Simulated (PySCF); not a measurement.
Computed structure and properties of [DyH2]+

System: [DyH2]+ (singlet in the valence; each metal's 4f electrons, 9 of them, lie in its core potential, out of spins and levels); start: template (C2v). Method: PySCF 2.14.0, RKS PBE0, Dy lcecp-1-SVP with ECP55, H def2-SVP; non-relativistic Hamiltonian with scalar-relativistic core potentials where named; density fitting; no spin-orbit coupling.

Input of the relaxation:

```python
mol = gto.M(atom='''
Dy     0.00000     0.00000    -0.01085
H      1.99670    -0.00000     0.88275
H     -1.99670     0.00000     0.88275''',
    basis={'Dy': 'lcecp-1-SVP', 'H': 'def2-SVP'},
    ecp={'Dy': 'lcecp-1-SVP'},
    charge=1, spin=0)
mf = dft.RKS(mol, xc='PBE0')
mf.grids.atom_grid = (50, 194)  # f atoms: unpruned, at least (60, 302)
mf = mf.density_fit()  # fitting sets: Dy AutoAux, H def2-universal-JKFIT
mf.conv_tol = 1e-08; mf.max_cycle = 55
mf.kernel(dm0)  # dm0: converged density of the start geometry
# quasi-Newton relaxation in Cartesian coordinates to a largest gradient under 0.00045 Eh/bohr, steps kept in the point group
```

Run from Python with OMP_NUM_THREADS=2; the lines above give its settings. Where DIIS fails, smearing, a level shift and second-order steps follow.
It took 4.2 s on 2 threads of Arm Neoverse V1 (shared host), from the converged density of the start.

Course of the relaxation:

```tsv
step	energy above end (eV)	largest force component within the symmetry (eV/Å)
0	0.7696	1.757
1	0.4020	1.365
2	0.0553	0.537
3	0.0063	0.090
4	0.0001	0.015
5	0.0000	0.003
```

Relaxed geometry (C2v):

```xyz
3

Dy    0.0000    0.0000   -0.1922
H     1.5097    0.0000    0.9734
H    -1.5097    0.0000    0.9734
```

| contact | Å |
| --- | --- |
| Dy1–H2 (H) | 1.907 |
| Dy1–H3 (H) | 1.907 |

On the finer grid (75, 302):

```yaml
HOMO: -12.80 eV
LUMO: -7.85 eV
Dipole_about_the_centre_of_mass: 4.36 D
Set_of_Mulliken_populations_of_Dy1_outside_the_core_potential: s 2.62, p 6.14, d 1.03, f 0.01
D3_BJ_dispersion_energy_not_in_the_energies: -0.020 eV
```

```tsv
atom	Mulliken (e)	Löwdin (e)	spin (e)
Dy1	1.20	1.23	0.00
H2	-0.10	-0.12	0.00
H3	-0.10	-0.12	0.00
```

The 4f levels lie in the core potential and are missing. Their spin isn't counted.

On the grid (50, 194), as all that follows. Harmonic modes: a minimum; lowest 518 cm⁻¹ (negative: unstable), highest 1686 cm⁻¹, zero-point energy 0.239 eV.

Taking off one H (charge -1, singlet; the rest: singlet) in vacuum, both parts rigid, costs 15.79 eV; the small basis without counterpoise inflates it. Most of it is the attraction of opposite charges; other ways to part are cheaper, and one spin state was tried for the rest.

Rigid scan of H along the line from its metal:

(distance to H2 (Å), energy (eV)): (1.61, 0.650), (1.71, 0.256), (1.81, 0.057), (1.91, 0.000), (2.01, 0.046), (2.11, 0.167), (2.31, 0.546), (2.61, 1.258), (3.01, 2.187), (3.51, 3.121)

One start shape was tried, so this needn't be the lowest isomer.

An lcecp potential fixes the number of 4f electrons, so in runs with it no electron can move into or out of that shell.
